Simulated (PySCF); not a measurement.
C₆H₆F₃O (doublet state).
Cartesian coordinates in Å at the GFN2-xTB level; atoms count from 1:
```xyz
16
C6H6F3O angstrom
O      3.032    2.018    0.369
C      2.463    1.029    0.147
C      1.859   -0.094   -0.074
C      0.650   -0.562    0.688
C     -0.620   -0.569   -0.189
C     -0.900    0.826   -0.802
F     -0.079    1.036   -1.874
C     -1.781   -1.026    0.615
F     -2.099   -0.332    1.717
F     -2.906   -1.363   -0.031
H      2.196   -0.700   -0.899
H      0.484    0.084    1.551
H      0.823   -1.579    1.049
H     -0.495   -1.268   -1.023
H     -1.928    0.887   -1.177
H     -0.707    1.622   -0.078
```

The hyperfine couplings belong to this conformer and change with its torsions.

As a line formula: `O=C=CC[C@H](CF)[C](F)F` [radical].

Method used: UKS B3LYP, pcH-1 on C F H O, non-relativistic, mean-field spin-orbit, GIAO (PySCF 2.14.0). Geometry: GFN2-xTB, one conformer, isolated molecule. Couplings are sensitive to structure, and on GFN2-xTB geometries they can be far from those on DFT ones. Stability of the SCF solution: not tested.

Q: Break the g tensor into its mass correction, gauge correction and orbital-Zeeman/spin–orbit terms.

A: 
```csv
Δg (ppm),1,2,3
relativistic mass correction,-254,-254,-254
gauge correction,18,16,23
orbital Zeeman/spin–orbit,-199,2633,2874
total,-435,2394,2643
```

So g = 2.00188, 2.00471, 2.00496 and g_iso = 2.00385; the tensor is close to axial: the two nearest values differ by 8 % of g3 − g1. 

Q: What effective moment and Curie constant follow for a powder?

A: With the mean of g² = 4.0154 and S(S+1) = 0.75: μ_eff = √(⟨g²⟩S(S+1)) = 1.735 μB and χT = 0.12505·⟨g²⟩·S(S+1) = 0.377 cm³ K/mol (cgs; spin-Hamiltonian part alone).

Q: At 33.892 GHz, how far is the centre of the isotropic spectrum from where a free electron (g = 2.002319) resonates?

A: B = hν/(g μB) with μB/h = 13.99624 MHz/mT gives 1209.35 mT for the free electron and 1208.43 mT at g_iso, 0.93 mT lower.

Q: How much does each term add to the isotropic shift?

A: The orbital-Zeeman/spin–orbit term 1769, the mass correction -254 and the gauge correction 19 ppm, for a total of 1534 ppm. The orbital-Zeeman/spin–orbit term is the largest in size. The mass correction is the same along every axis, so the anisotropy comes from the other two: their spans along these axes are 7 (gauge) and 3073 ppm (orbital Zeeman/spin–orbit).

Q: In a frozen sample, at which fields do the three g values resonate at 9.5, 34, 94 and 263 GHz (hyperfine left aside), and which band first spreads them over more than twice a line width of 1.0 mT?

A: 
```tsv
band	GHz	B(g3) mT	B(g2) mT	B(g1) mT	spread mT
X	9.5	338.54	338.58	339.06	0.52
Q	34.0	1211.61	1211.76	1213.47	1.86
W	94.0	3349.73	3350.15	3354.88	5.15
J	263.0	9372.12	9373.29	9386.53	14.41
```

The spread grows in proportion to the frequency. W band is the first where it exceeds 2.0 mT.

The largest Mulliken spin population is on C8 (+0.85). The angles at C8 add up to 345.4°, so it is pyramidal.

The HOMO–LUMO gaps are 4.92 eV among the α and 4.62 eV among the β orbitals.
